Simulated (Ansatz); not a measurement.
The cluster Na₅⁺. Charge 1, multiplicity 3. Geometry PBE/def2-SVP, that of the neutral doublet; atoms count from 1.

```xyz
5

Na    2.2694   -0.0552   -1.1644
Na   -1.1157   -0.4523   -0.2407
Na   -2.2778    0.9324    2.6753
Na    0.0873   -1.7797   -3.1687
Na    1.0367    1.3548    1.8986
```

At PBE0/def2-TZVP a singlet of charge 1 lies 0.34 eV below the triplet at the same geometry. The structure comes from a short search, and lower isomers may exist.

Q: Estimate the Mulliken populations from the PBE0/def2-TZVP orbitals of Ansatz.

A: 
```json
{"atom": "Na1", "charge (e)": "0.19", "spin (α − β)": "0.41"}
{"atom": "Na2", "charge (e)": "0.36", "spin (α − β)": "-0.08"}
{"atom": "Na3", "charge (e)": "0.13", "spin (α − β)": "0.63"}
{"atom": "Na4", "charge (e)": "0.13", "spin (α − β)": "0.62"}
{"atom": "Na5", "charge (e)": "0.19", "spin (α − β)": "0.42"}
```
Mulliken values and Mayer orders depend strongly on the basis.

Q: Where does the spin sit?

A: Summed by element: Na 2.00, of 2 unpaired in all. Largest on single atoms: Na3 0.63, Na4 0.62, Na5 0.42.

Q: And the Mayer bond orders between bonded heavy atoms (over 0.3)?

A: Na1–Na5 0.41 (3.59 Å).
